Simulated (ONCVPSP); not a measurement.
# Te (Z = 52), ONCV: configuration errors across variants

```
Element                 : tellurium
Generator               : ONCVPSP 4.0.1
Type                    : optimised norm-conserving Vanderbilt (ONCV)
Functional              : PBEsol
Relativity              : scalar-relativistic
Frozen core             : [Kr] 4d10
Valence charge          : 6
Reference configuration : 5s1 5p5
Partial waves           : 5s: rc 1.60 bohr, ncon 5, nbas 8, qcut 3.6 1/bohr, 2 projectors, debl 1.1 Ha; 5p: rc 2.30 bohr, ncon 4, nbas 9, qcut 3.6 1/bohr, 2 projectors, debl 1 Ha; d scattering state at 0.15 Ha: rc 2.20 bohr, ncon 4, nbas 7, qcut 4.8 1/bohr, 1 projector
Local potential         : polynomial inside 1.05 bohr (lpopt 5, dvloc0 3 Ha)
Core correction         : polynomial model core, fcfact 0.75
```

All-electron excitation energies from the reference (eV): (1) 5s2 5p4 -9.286; (2) 5s2 5p3 0.468; (3) 5s2 5p2 18.437; (4) 5s2 5p3.5 -5.378.

A true bound ghost makes a file unfit for plane-wave use even where its test errors are small: the radial tests pick states by their node count and pass the ghost by.

Errors AE − PS in meV (a dash: test not solved or not reliable):

```tsv
change	(1)	(2)	(3)	(4)	bound ghosts	GHOST(+) flags above zero
base	-5.6	-5.1	-21	-4.6	s	s, p
local potential polynomial inside 1.05 bohr (lpopt 5, dvloc0 -2.5 Ha)	-5.9	-5.7	-22	-5.0	s, p, d	s
local potential polynomial inside 1.05 bohr (lpopt 5, dvloc0 0 Ha)	-6.0	-6.0	-23	-5.2	s, p	s, d
local potential polynomial inside 1.05 bohr (lpopt 5, dvloc0 5 Ha)	-5.7	-5.3	-22	-4.7	s	s, p, d
local potential polynomial inside 1.05 bohr (lpopt 5, dvloc0 7.5 Ha)	-5.8	-5.4	-22	-4.8	s	s, p, d
```

(1) Give the same row for: local potential polynomial inside 1.05 bohr (lpopt 5, dvloc0 9 Ha).

Results:

(1) -5.8, -5.4, -22, -4.8; bound ghosts: s; GHOST(+) flags above zero: s, p.
